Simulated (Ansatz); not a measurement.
Input file for Ansatz (a quantum-chemistry and plane-wave program): U-B3LYP/def2-TZVPP on Sb2, a point of a bond scan (R = 2.239 Å). Elements past Kr take the def2 small-core potentials; no spin–orbit coupling.

Ansatz 0.2 input:
```yaml
crystal:
  periodic: [false, false, false]
  atoms:
    - {symbol: Sb, position_ang: [-0.00000000, -0.00000000, -1.24399440]}
    - {symbol: Sb, position_ang: [0.00000000, 0.00000000, 0.99519552]}
basis:
  gaussian:
    orbitals: def2-TZVPP
hamiltonian:
  xc: {name: B3LYP}
magnetization: {spin_polarized: true, initial_magnetization: 0}
```

Q: Give the final energy of this run.

A: -480.6695 hartree.
